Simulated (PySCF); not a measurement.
PySCF input (TPSSh/def2-TZVPD):

```python
from pyscf import gto, scf, dft

mol = gto.M(
    atom='''
    Si    0.14772888   -0.11706233    0.02557506
    O    -0.64749018   -1.17593050    0.95385399
    N    -1.40149706    0.96059611   -0.23604641
    N     1.27810582    0.81888209    0.82603003
    N     0.61911677   -0.50669730   -1.53493441
    H    -0.26923719   -2.00886887    1.25120982
    H    -1.19074010    1.79125610   -0.78957472
    H    -2.15203317    0.45436562   -0.70908737
    H     1.99468797    1.36310547    0.37214521
    H     1.38386905    0.80404353    1.82850887
    H     0.06155628   -1.04604748   -2.17967933
    H     1.58970226   -0.49188319   -1.80987302
    H    -1.77616669    1.27087938    0.66212319
    ''',
    basis='def2-tzvpd',
    charge=1,
    spin=0,
    verbose=4,
)

mf = dft.RKS(mol, xc='tpssh').density_fit(auxbasis='def2-universal-jkfit')
mf.grids.level = 3
mf.conv_tol = 1e-9
mf.max_cycle = 100
mf.max_memory = 1500
mf.kernel()
if not mf.converged:
    mf = mf.newton()
    mf.kernel(mf.make_rdm1())
mf.analyze()
```

Output:

```
PySCF version 2.14.0

[INPUT] verbose = 4
[INPUT] num. atoms = 13
[INPUT] num. electrons = 50
[INPUT] charge = 1
[INPUT] spin (= nelec alpha-beta = 2S) = 0
[INPUT] symmetry False subgroup None
[INPUT] Mole.unit = angstrom
[INPUT] Symbol           X                Y                Z      unit          X                Y                Z       unit  Magmom
[INPUT]  1 Si     0.147728880000  -0.117062330000   0.025575060000 AA    0.279167123889  -0.221215743203   0.048329859019 Bohr   0.0
[INPUT]  2 O     -0.647490180000  -1.175930500000   0.953853990000 AA   -1.223579108545  -2.222186586523   1.802522803924 Bohr   0.0
[INPUT]  3 N     -1.401497060000   0.960596110000  -0.236046410000 AA   -2.648445607783   1.815263564223  -0.446063067587 Bohr   0.0
[INPUT]  4 N      1.278105820000   0.818882090000   0.826030030000 AA    2.415269958013   1.547462878411   1.560970527366 Bohr   0.0
[INPUT]  5 N      0.619116770000  -0.506697300000  -1.534934410000 AA    1.169961134425  -0.957519125057  -2.900605654071 Bohr   0.0
[INPUT]  6 H     -0.269237190000  -2.008868870000   1.251209820000 AA   -0.508784551647  -3.796211984464   2.364443884166 Bohr   0.0
[INPUT]  7 H     -1.190740100000   1.791256100000  -0.789574720000 AA   -2.250172674537   3.384983447957  -1.492079975680 Bohr   0.0
[INPUT]  8 H     -2.152033170000   0.454365620000  -0.709087370000 AA   -4.066753302280   0.858626582218  -1.339980927688 Bohr   0.0
[INPUT]  9 H      1.994687970000   1.363105470000   0.372145210000 AA    3.769413967265   2.575896017197   0.703252525469 Bohr   0.0
[INPUT] 10 H      1.383869050000   0.804043530000   1.828508870000 AA    2.615133496762   1.519422063929   3.455380980638 Bohr   0.0
[INPUT] 11 H      0.061556280000  -1.046047480000  -2.179679330000 AA    0.116324510447  -1.976743250491  -4.118996973075 Bohr   0.0
[INPUT] 12 H      1.589702260000  -0.491883190000  -1.809873020000 AA    3.004101891002  -0.929524514377  -3.420164328039 Bohr   0.0
[INPUT] 13 H     -1.776166690000   1.270879380000   0.662123190000 AA   -3.356468595675   2.401613965557   1.251231489823 Bohr   0.0

nuclear repulsion = 273.681512693674
number of shells = 108
number of NR pGTOs = 368
number of NR cGTOs = 266
basis = def2-tzvpd
ecp = {}

******** <class 'pyscf.df.df_jk.DFRKS'> ********
method = DFRKS
initial guess = minao
damping factor = 0
level_shift factor = 0
DIIS = <class 'pyscf.scf.diis.CDIIS'>
diis_start_cycle = 1
diis_space = 8
diis_damp = 0
SCF conv_tol = 1e-09
SCF conv_tol_grad = None
SCF max_cycles = 100
direct_scf = False
XC library pyscf.dft.libxc version 7.1.2
    S. Lehtola, C. Steigemann, M. J. T. Oliveira, and M. A. L. Marques,  SoftwareX 7, 1–5 (2018)
XC functionals = tpssh
    V. N. Staroverov, G. E. Scuseria, J. Tao, and J. P. Perdew,  J. Chem. Phys. 119, 12129 (2003)
radial grids:
    Treutler-Ahlrichs [JCP 102, 346 (1995); DOI:10.1063/1.469408] (M4) radial grids

becke partition: Becke, JCP 88, 2547 (1988); DOI:10.1063/1.454033
pruning grids: <function nwchem_prune>
grids dens level: 3
symmetrized grids: False
atomic radii adjust function: <function treutler_atomic_radii_adjust>
small_rho_cutoff = 0
Set gradient conv threshold to 3.16228e-05
Initial guess from minao.
tot grids = 153432
[...]
cycle= 10 E= -533.853138091558  delta_E= -4.46e-10  |g|= 1.2e-05  |ddm|= 4.31e-05
  HOMO = -0.422021945785495  LUMO = -0.178772325022358  gap/eV = 6.61916
Extra cycle  E= -533.853138091517  delta_E= 4.09e-11  |g|= 1.89e-05  |ddm|= 1.8e-05
converged SCF energy = -533.853138091517
**** SCF Summaries ****
Total Energy =                        -533.853138091516939
Nuclear Repulsion Energy =             273.681512693673710
One-electron Energy =                -1268.293607387254269
Two-electron Energy =                  460.758956602063677
Two-electron Coulomb Energy =          514.009758185321971
DFT Exchange-Correlation Energy =      -53.250801583258308
HOMO-LUMO gap [eV] =                     6.619159329804326
**** MO energy ****
MO #1   energy= -66.2002301614962  occ= 2
MO #2   energy= -19.2292331472955  occ= 2
MO #3   energy= -14.5112833231757  occ= 2
MO #4   energy= -14.4015717095623  occ= 2
MO #5   energy= -14.4005621539823  occ= 2
MO #6   energy= -5.42462083425262  occ= 2
MO #7   energy= -3.77403852569013  occ= 2
MO #8   energy= -3.77174769011161  occ= 2
MO #9   energy= -3.77073631265576  occ= 2
MO #10  energy= -1.16330035864792  occ= 2
MO #11  energy= -1.1144274281357   occ= 2
MO #12  energy= -1.01337689312042  occ= 2
MO #13  energy= -0.992375755371286 occ= 2
MO #14  energy= -0.739147309317339 occ= 2
MO #15  energy= -0.716165852258086 occ= 2
MO #16  energy= -0.71448069480307  occ= 2
MO #17  energy= -0.66043382480251  occ= 2
MO #18  energy= -0.641899360437095 occ= 2
MO #19  energy= -0.637311229915588 occ= 2
MO #20  energy= -0.601224647588932 occ= 2
MO #21  energy= -0.587286132219126 occ= 2
MO #22  energy= -0.524459611253417 occ= 2
MO #23  energy= -0.494800636013379 occ= 2
MO #24  energy= -0.438951241723674 occ= 2
MO #25  energy= -0.422021945785495 occ= 2
MO #26  energy= -0.178772325022358 occ= 0
MO #27  energy= -0.133057163493613 occ= 0
MO #28  energy= -0.117330746107264 occ= 0
MO #29  energy= -0.115386945443289 occ= 0
MO #30  energy= -0.10237822549173  occ= 0
MO #31  energy= -0.0974952763324698 occ= 0
MO #32  energy= -0.084171542683934 occ= 0
MO #33  energy= -0.0719523585388272 occ= 0
MO #34  energy= -0.0642577764254885 occ= 0
MO #35  energy= -0.0571513846079122 occ= 0
MO #36  energy= -0.0481423696091361 occ= 0
MO #37  energy= -0.0462321770675509 occ= 0
MO #38  energy= -0.0356787648768798 occ= 0
MO #39  energy= -0.0267016307891823 occ= 0
MO #40  energy= -0.0229397408250783 occ= 0
MO #41  energy= -0.0154205315031551 occ= 0
MO #42  energy= -0.00807510185431663 occ= 0
MO #43  energy= 0.000458427120054082 occ= 0
MO #44  energy= 0.00053037624447096 occ= 0
MO #45  energy= 0.0145249151054223 occ= 0
MO #46  energy= 0.0247229031752679 occ= 0
MO #47  energy= 0.0400867391020925 occ= 0
MO #48  energy= 0.0531505889691094 occ= 0
MO #49  energy= 0.0727495531415388 occ= 0
MO #50  energy= 0.074653924205242  occ= 0
MO #51  energy= 0.0815944416974683 occ= 0
MO #52  energy= 0.0918882281413595 occ= 0
MO #53  energy= 0.0973400970335662 occ= 0
MO #54  energy= 0.1070822858011    occ= 0
MO #55  energy= 0.111539945131519  occ= 0
MO #56  energy= 0.117656107182546  occ= 0
MO #57  energy= 0.120964008713547  occ= 0
MO #58  energy= 0.127135661956035  occ= 0
MO #59  energy= 0.134403918032155  occ= 0
MO #60  energy= 0.145090952411636  occ= 0
MO #61  energy= 0.153400209234212  occ= 0
MO #62  energy= 0.157001398216284  occ= 0
MO #63  energy= 0.162569963900806  occ= 0
MO #64  energy= 0.174650975318682  occ= 0
MO #65  energy= 0.177149314444187  occ= 0
MO #66  energy= 0.183387673639771  occ= 0
MO #67  energy= 0.192806186852925  occ= 0
MO #68  energy= 0.199678499588308  occ= 0
MO #69  energy= 0.201314510843939  occ= 0
MO #70  energy= 0.209896508467413  occ= 0
MO #71  energy= 0.220897435029666  occ= 0
MO #72  energy= 0.224189397539612  occ= 0
MO #73  energy= 0.229985867430701  occ= 0
MO #74  energy= 0.237405007235958  occ= 0
MO #75  energy= 0.241376062555789  occ= 0
MO #76  energy= 0.242193631350863  occ= 0
MO #77  energy= 0.249876440412418  occ= 0
MO #78  energy= 0.252980667368499  occ= 0
MO #79  energy= 0.278104451877112  occ= 0
MO #80  energy= 0.290937021456477  occ= 0
MO #81  energy= 0.301306568145915  occ= 0
MO #82  energy= 0.310845139577602  occ= 0
MO #83  energy= 0.312603766349981  occ= 0
MO #84  energy= 0.333342041726224  occ= 0
MO #85  energy= 0.341220763106188  occ= 0
MO #86  energy= 0.356231438788164  occ= 0
MO #87  energy= 0.367950298193483  occ= 0
MO #88  energy= 0.375923888739199  occ= 0
MO #89  energy= 0.381649054109705  occ= 0
MO #90  energy= 0.387819221185279  occ= 0
MO #91  energy= 0.411024404611311  occ= 0
MO #92  energy= 0.423998193095246  occ= 0
MO #93  energy= 0.43731528416924   occ= 0
MO #94  energy= 0.442653209534619  occ= 0
MO #95  energy= 0.459817920070132  occ= 0
MO #96  energy= 0.461458655206131  occ= 0
MO #97  energy= 0.469971154481832  occ= 0
MO #98  energy= 0.485594627664879  occ= 0
MO #99  energy= 0.496803388142181  occ= 0
MO #100 energy= 0.510024764727689  occ= 0
MO #101 energy= 0.522640044101131  occ= 0
MO #102 energy= 0.528824885047482  occ= 0
MO #103 energy= 0.535393967916292  occ= 0
MO #104 energy= 0.554960584620441  occ= 0
MO #105 energy= 0.559788909705856  occ= 0
MO #106 energy= 0.590462620533771  occ= 0
MO #107 energy= 0.598853117051472  occ= 0
[...]
```

It need not be the lowest isomer of its formula.
